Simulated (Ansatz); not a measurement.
Geometry optimisation, Ansatz, RKS PBE/def2-SVP.

The input (input.yaml):

```yaml
crystal:
  periodic: [false, false, false]
  atoms:
    - { symbol: Ta, position_ang: [-0.290925, -0.422251, -0.160341] }
    - { symbol: Cl, position_ang: [2.085514, -0.98218, -0.051739] }
    - { symbol: O, position_ang: [-0.003636, 0.27244, 1.595557] }
    - { symbol: H, position_ang: [0.761036, 0.391745, 2.186764] }
    - { symbol: Cl, position_ang: [-0.116729, -0.686776, -2.498139] }
    - { symbol: F, position_ang: [-1.565238, 0.95061, -0.438574] }
    - { symbol: O, position_ang: [-1.263357, -1.978606, 0.244236] }
    - { symbol: H, position_ang: [-1.544168, -2.345075, 1.101662] }
    - { symbol: Si, position_ang: [1.43168, 2.612179, -1.547978] }
    - { symbol: H, position_ang: [2.46868, 2.329045, -2.593379] }
    - { symbol: H, position_ang: [0.116748, 2.954525, -2.179908] }
    - { symbol: H, position_ang: [1.877799, 3.729045, -0.648117] }
    - { symbol: H, position_ang: [1.305894, 1.387499, -0.719543] }
basis:
  gaussian: { orbitals: def2-SVP }
hamiltonian:
  xc: pbe
relax:
  f_tol: 0.03
  max_steps: 50
output:
  orbitals: {}
```

Command:

```bash
$ ansatz run input.yaml --threads 4 --pin off --max-ram 5120MiB --backend cpu --events-out ev --progress --plain --runs-dir out
```

Question: Where does it end, and by what steps?

Answer: The run converged. The force dipped under the threshold on the way, but the program's further checks kept it going. After 16 steps the energy has fallen by 0.106 eV; H13 moved furthest, 0.52 Å.

```
step  energy less start (eV)  largest force component (eV/Å)  accepted
   0                  0.0000                           0.755       yes
   1                 -0.0757                           0.245       yes
   2                 -0.0850                           0.086       yes
   3                 -0.0902                           0.053       yes
   4                 -0.0946                           0.031       yes
   5                 -0.0986                           0.070       yes
   6                 -0.1000                           0.114       yes
   7                 -0.1008                           0.184       yes
   8                 -0.1025                           0.118       yes
   9                 -0.1036                           0.051       yes
  10                 -0.1045                           0.047       yes
  11                 -0.1049                           0.043       yes
  12                 -0.1054                           0.036       yes
  13                 -0.1059                           0.032       yes
  14                 -0.1060                           0.021       yes
  15                 -0.1058                           0.042        no
  16                 -0.1063                           0.018       yes
```

```xyz
13
Properties=species:S:1:pos:R:3
Ta -0.262 -0.430 -0.134
Cl 1.989 -1.209 -0.016
O 0.058 0.295 1.607
H 0.876 0.375 2.128
Cl -0.034 -0.438 -2.489
F -1.643 0.858 -0.331
O -1.232 -2.000 0.195
H -1.484 -2.483 1.003
Si 1.401 2.655 -1.565
H 2.425 1.978 -2.422
H 0.180 3.036 -2.345
H 1.992 3.862 -0.893
H 0.999 1.712 -0.447
```

Whether the end is a true minimum wasn't checked by a vibrational analysis.

The run took 25 s on 4 threads of Intel(R) Xeon(R) 6975P-C (Granite Rapids), on a shared host, peak memory 0.27 GiB.
